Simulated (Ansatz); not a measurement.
Start from `C[O][GeH]([F])[C]#N` and change one atom or group to get `C[O][GeH]([F])[O]C`.

Ansatz, PBE0-D4/def2-TZVP geometries, multiplicity 1. Each molecule was computed in one conformer, which needn't be the lowest.

Scalar relativity is left out up to krypton.

```tsv
property	`C[O][GeH]([F])[C]#N`
HOMO–LUMO gap (PBE0/def2-TZVPP) / eV	7.99
size of the dipole moment (ωB97M-V/def2-TZVPP) / D	4.42
HOMO energy (PBE/def2-TZVPP) / eV	-7.42
size of the dipole moment (PBE/def2-TZVPP) / D	4.26
HOMO energy (B3LYP/def2-TZVPP) / eV	-8.80
LUMO energy (PBE/def2-TZVPP) / eV	-2.02
```

Q: Give the same properties after the change, and the shifts. (Best estimate.)

A: The calculation gave: 
```json
{"property": "HOMO–LUMO gap (PBE0/def2-TZVPP) / eV", "`C[O][GeH]([F])[O]C`": "8.84", "shift": "0.85"}
{"property": "size of the dipole moment (ωB97M-V/def2-TZVPP) / D", "`C[O][GeH]([F])[O]C`": "1.25", "shift": "-3.17"}
{"property": "HOMO energy (PBE/def2-TZVPP) / eV", "`C[O][GeH]([F])[O]C`": "-6.70", "shift": "0.72"}
{"property": "size of the dipole moment (PBE/def2-TZVPP) / D", "`C[O][GeH]([F])[O]C`": "1.19", "shift": "-3.07"}
{"property": "HOMO energy (B3LYP/def2-TZVPP) / eV", "`C[O][GeH]([F])[O]C`": "-8.08", "shift": "0.72"}
{"property": "LUMO energy (PBE/def2-TZVPP) / eV", "`C[O][GeH]([F])[O]C`": "-0.58", "shift": "1.44"}
```

With PBE0 the HOMO rises by 0.72 eV and the LUMO rises by 1.57 eV, so the gap widens by about 0.85 eV. PBE moves the HOMO by 0.72 eV and ωB97M-V by 0.72 eV. Dipoles are sizes alone; their direction can turn.

B3LYP here is the variant with VWN-RPA as its local correlation; programs differ in this.
